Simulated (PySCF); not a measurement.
Orbital picture of CoCl⁺

B2PLYP at R = 2.035 Å; Co def2-TZVPPD, Cl def2-TZVPPD; no relativity (PySCF 2.14). State: ⁴Δ (quartet), unpaired electrons π ↑↑, δ ↑. Only the outer orbitals are listed, counted within each symmetry.

```csv
spin,orbital,occ.,ε (eV),on Co (%),main shells (%)
α,4π,1,-23.86,99,98 Co d
α,4π,1,-23.86,99,98 Co d
α,1δ,1,-23.83,100,100 Co d
α,10σ,1,-22.68,90,90 Co d
α,1δ,1,-22.58,100,100 Co d
α,11σ,1,-17.07,32,"67 Cl p, 22 Co s"
α,5π,1,-16.12,4,96 Cl p
α,5π,1,-16.12,4,96 Cl p
α,12σ,0,-9.09,93,"69 Co s, 24 Co p"
α,6π,0,-5.28,100,97 Co p
α,6π,0,-5.28,100,97 Co p
β,10σ,1,-20.79,82,"82 Co d, 13 Cl p"
β,1δ,1,-20.52,100,100 Co d
β,11σ,1,-16.75,35,"64 Cl p, 19 Co s, 13 Co d"
β,4π,1,-16.13,12,"87 Cl p, 10 Co d"
β,4π,1,-16.13,12,"87 Cl p, 10 Co d"
β,12σ,0,-8.67,93,"68 Co s, 24 Co p"
β,5π,0,-7.93,90,"87 Co d, 9 Cl p"
β,5π,0,-7.93,90,"87 Co d, 9 Cl p"
```

**Question.** Which are the highest filled and the lowest empty level, where do they sit, and how wide is the gap?

**Answer.** Highest filled α 5π at -16.12 eV (in %: 96 Cl p); lowest empty α 12σ at -9.09 eV (in %: 69 Co s, 24 Co p); the gap at B2PLYP is 7.03 eV.

| Property | Result |
| --- | --- |
| bond order (Mayer) | 1.36 |
| ⟨S²⟩ | 3.761 |
| charge on Co (Mulliken, basis-dependent) | 1.15 |
| charge on Co (Löwdin, basis-dependent) | 0.86 |
| dipole moment (positive dipole points towards Cl; it is taken about the centre of mass and depends on that origin) | -6.21 D |

Correlated steps freeze 10 core orbitals. B2PLYP dipoles, levels and charges come from its SCF part alone. With d or f electrons several states lie close, and the lowest PBE0 determinant need not be the measured ground state.
